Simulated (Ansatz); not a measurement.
Total energies of Ge₃Se₃ (the lowest singlet isomer of a short search) from Ansatz at PBE-D4/def2-TZVP, gas phase (1 Eh = 27.2114 eV = 2625.5 kJ/mol). The reference geometry is relaxed at PBE0-D4/def2-SVP.

```xyz
6

Ge   -0.068   -1.607    0.048
Ge    0.390    1.102    2.181
Ge   -0.148    0.997   -1.254
Se   -0.411   -1.161   -2.295
Se    1.791    0.256    0.401
Se   -1.555    0.413    0.921
```

```csv
state,geometry,energy (Eh)
charge 0 singlet,reference,-13433.90781
charge 1 doublet,reference,-13433.62365
charge 0 triplet,relaxed at PBE0-D4/def2-SVP,-13433.85841
charge 0 quintet,relaxed at PBE0-D4/def2-SVP,-13433.76425
free Ge atom (triplet),–,-2076.60177
free Se atom (triplet),–,-2401.12489
```

(1) Work out the vertical ionisation energy to the doublet.

(2) Which of the charge 0 states is lowest, and how far above it are the others?

(3) What is the binding energy per atom against free atoms?

(1) E(charge 1 doublet) − E(charge 0 singlet) = -13433.62365 − (-13433.90781) = 0.28416 Eh = 7.73 eV. For comparison, −ε of the highest occupied level is 5.46 eV at this level, 2.27 eV less.

(2) The singlet. triplet: -13433.85841 − (-13433.90781) = 0.04940 Eh = 129.7 kJ/mol; quintet: -13433.76425 − (-13433.90781) = 0.14356 Eh = 376.9 kJ/mol. The quintet differs in its bonds from the reference.

(3) Atoms: 3 × (-2076.60177) + 3 × (-2401.12489) = -13433.17998 Eh. Binding: -13433.17998 − (-13433.90781) = 0.72783 Eh = 19.81 eV, or 3.30 eV for each of 6 atoms (no zero-point energy, no counterpoise term).

The structure comes from a short search, and lower isomers may exist.
